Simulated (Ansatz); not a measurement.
Consider the homolysis of the Cl–Si bond: `BN([SiH3])[SiH2]Cl` → Cl• + `BN([SiH2])[SiH3]`•.

Computed with Ansatz on PBE0-D4/def2-TZVP structures; ΔE is electronic, products minus reactants. CCSD(T)/CBS adds triple-zeta CCSD(T) − MP2 to the extrapolated MP2 energy (def2 sets, frozen cores). This one scheme is used for every species, atoms too. Functionals use def2-TZVPP. B3LYP here is the variant with VWN-RPA as its local correlation; programs differ in this. HSE06 is defined as in plane-wave codes. No spin–orbit coupling; open shells (•) take unrestricted orbitals. Spin–orbit coupling would lower the free atoms: a little for Cl. Each species was taken in one conformer, which may not be the lowest.

| level | ΔE (eV) | difference from CCSD(T)/CBS |
| --- | --- | --- |
| PBE-D4 | 4.89 | -0.15 |
| r2SCAN-D4 | 4.88 | -0.16 |
| B3LYP-D4 | 4.79 | -0.25 |
| ωB97X-V | 5.02 | -0.02 |
| B3LYP | 4.68 | -0.36 |
| HSE06 | 4.84 | -0.20 |
| MP2/def2-SVP | 4.71 | -0.33 |
| HF/def2-QZVPP | 3.82 | -1.22 |
| MP2/def2-QZVPP | 5.20 | 0.16 |
| MP2/CBS(def2) | 5.28 | 0.24 |
| CCSD(T)/CBS | 5.04 | 0 |

What do rigid-rotor, harmonic-oscillator terms from PBE0-D4/def2-TZVP frequencies (298.15 K, 1 bar) make of the CCSD(T)/CBS value? (Best estimate.)

The calculation gave: ΔZPE = -0.11 eV, ΔH = +4.97 eV, ΔS = 139 J/(mol·K), ΔG = +4.54 eV. Open shells count their whole term as degenerate. Modes under 50 cm⁻¹ make the entropy rough.

Largest T1 diagnostic among the species: 0.015.

The D4 term adds +0.11 eV with B3LYP and +0.06 eV with PBE0; it sums over pairs of atoms, weighted by their polarisabilities, and B3LYP, whose exchange is more repulsive, gets the larger term. In def2-TZVPP, CCSD(T) changes the Hartree–Fock value by +1.03 eV (the triples alone add +0.09 eV) and MP2 by +1.27 eV; breaking electron pairs costs correlation energy, which Hartree–Fock lacks. Leaving LDA and LC-ωPBE aside and taking each functional with its dispersion term where it has one, the values, not all of them listed here, spread over 0.38 eV, from BLYP-D4 to ωB97M-V. LDA lies +0.65 eV from PBE without D4, its usual overbinding.

CCSD(T)/CBS has its own doubt, a few kJ/mol and more with outer-core shells, so smaller differences from it don't rank the levels.
